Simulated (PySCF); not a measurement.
Solvent effects on NMR parameters

Geometry:
```csv
atom,x (Å),y (Å),z (Å)
C1,-2.407,-0.050,1.705
O2,-1.312,0.265,0.901
C3,-1.464,-0.125,-0.438
Si4,0.127,0.382,-1.353
Si5,1.925,-0.190,0.036
N6,3.406,-0.007,-0.864
H7,-3.330,0.456,1.359
H8,-2.603,-1.140,1.725
H9,-2.185,0.287,2.727
H10,-2.362,0.337,-0.900
H11,-1.600,-1.225,-0.525
H12,0.182,-0.341,-2.664
H13,0.114,1.851,-1.647
H14,1.828,0.610,1.304
H15,1.811,-1.630,0.425
H16,3.573,0.872,-1.342
H17,4.270,-0.338,-0.444
```

GIAO PBE0/pcSseg-1 in PySCF 2.14.0 with density-fitted response routines on one PBE0-D3(BJ)/def2-SVP conformer, non-relativistic, equivalent nuclei averaged. Solvents enter as an IEF-PCM continuum (cyclohexane with ε = 2.0, acetone with ε = 20.5) around the gas-phase geometry. Shifts are referred to TMS computed in the same medium.

Gas phase, δ in ppm: C1 63.5, C3 60.3, Si5 -46.9, Si4 -69.5, H14/H15 4.91, H12/H13 3.87, H7/H8/H9 3.19, H10/H11 3.16, H16/H17 -0.35. Dipole moment 0.42 D.

Q: How does each δ change in the continuum?

A: 
```tsv
atoms	environment	Δδ, cyclohexane	Δδ, acetone
C1	methyl carbon bonded to O	+0.3	+0.6
C3	sp3 CH2 bonded to O and Si	+0.2	+0.6
Si5	silicon bonded to N, Si, 2 H	-0.3	-0.9
Si4	silicon bonded to C, Si, 2 H	+0.2	+0.6
H14/H15	hydrogen on a silicon bonded to N, Si	-0.05	-0.14
H12/H13	hydrogen on a silicon bonded to C, Si	-0.04	-0.09
H7/H8/H9	hydrogen on a methyl carbon bonded to O	+0.04	+0.10
H10/H11	hydrogen on an sp3 CH2 bonded to O and Si	+0.06	+0.18
H16/H17	hydrogen on a nitrogen bonded to Si	+0.20	+0.51
```

Changes are relative to the gas phase. The dipole moment becomes 0.45 D in cyclohexane, 0.51 D in acetone.

Q: Which nuclei move most (in ppm), and what does the model miss?

A: Si5 (silicon bonded to N, Si, 2 H, -0.9 ppm) in acetone. A continuum only polarises the solute; specific hydrogen bonds, the anisotropy of aromatic solvents and changes of geometry or conformer are outside it.
